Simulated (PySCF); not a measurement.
Correlation energy of Nb(3+) (niobium, charge +3)

[Kr] 4d2, high-spin 3F determinant. Computed with PySCF 2.14 in aug-cc-pVDZ-PP with ECP28MDF (5s5p4d2f, 54 functions), with a scalar-relativistic core potential. Frozen: 4s2 4p6; 2 electrons correlated.

With two correlated electrons CCSD is exact within the correlated space (frozen core and kept virtual orbitals).

```json
{"level": "CCSD", "correlation energy (mhartree)": "-2.70"}
```

Diagnostics: T1 = 0.0010, D1 = 0.0014, largest double amplitude 0.011.

Is a single reference adequate?

Yes, within this model without spin-orbit coupling: T1 lies below 0.03 and no double amplitude reaches 0.07.
